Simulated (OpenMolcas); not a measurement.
Fe2+.

```json
{"Program": "OpenMolcas", "Basis": "ANO-RCC-VQZP [7s6p4d3f2g1h]", "Scalar Hamiltonian": "DKH2, point nucleus", "Active space": "6 electrons in 10 orbitals (3d 4d)", "State averaging": "2S+1 = 5 even, 5 roots; 2S+1 = 3 even, 45 roots; 2S+1 = 1 even, 44 roots", "Spin-orbit coupling": "RASSI with atomic mean-field integrals over the reference wave functions, term energies averaged over their components"}
```

Two sets of levels on these reference wave functions, in cm-1 above 3d6 5D4: one from CASSCF and one from MS-CASPT2, IPEA 0.25 Eh, imaginary shift 0.1 Eh (closed shells correlated: 3s 3p).

| Level | Set 1 | Set 2 |
| --- | --- | --- |
| 3d6 5D4 | 0.0 | 0.0 |
| 3d6 5D3 | 409 | 407 |
| 3d6 5D2 | 695 | 696 |
| 3d6 5D1 | 879 | 882 |
| 3d6 5D0 | 969 | 973 |
| 3d6 3H6 | 20440 | 21960 |
| 3d6 3H5 | 20630 | 22170 |
| 3d6 3H4 | 20770 | 22320 |
| 3d6 3P2(1) | 19790 | 23980 |
| 3d6 3F4(1) | 21940 | 25060 |
| 3d6 3P1(1) | 21060 | 25250 |
| 3d6 3F3(1) | 22150 | 25290 |
| 3d6 3F2(1) | 22300 | 25460 |
| 3d6 3P0(1) | 21600 | 25790 |
| 3d6 3G5 | 24990 | 27700 |
| 3d6 3G4 | 25350 | 28070 |

**Question.** Which set is which?

**Answer.** Set 1 is MS-CASPT2. Its levels of the other terms of 3d6 lie at 0.83 to 0.93 of the other set's values, as expected, since terms of lower spin or lower L gain more correlation energy than the Hund ground term. Against 15 measured levels (Corliss and Sugar, J. Phys. Chem. Ref. Data 11, 135 (1982)) the mean absolute deviation is 300 cm-1 with it and 2400 cm-1 without; single levels miss by up to 480 cm-1 with it.

CASPT2 breaks the degeneracy within a term, and the mean is taken; among the terms shown or strongly mixed into the levels shown the widest spread is 260 cm-1 (3d6 3H, MS-CASPT2). Active for correlation alone: 4d; no level in the range computed is led by a configuration that fills it, so any true level of that kind is missing. Without dynamic correlation excited terms often stand tens of per cent too high (terms of higher spin than the ground term too low), and those without a measured partner can miss by more than the paired ones (holds for CASSCF). The CASPT2 spread within a term exceeds the gap to the next term for 3d6 3P(1) and 3d6 3H, so the order of their levels is uncertain (holds for MS-CASPT2). Computed and measured levels are paired by configuration, term and J; levels that our copy of the source lacks, or whose pairing is in doubt (as where it misses far off the trend of its configuration), stay unpaired and out of the deviations. Levels of configurations outside the active space are missing. Levels that lie high or do not pair safely by name in every column are left out.

A number in round brackets counts repeated terms of one configuration in the order of the reference energies.
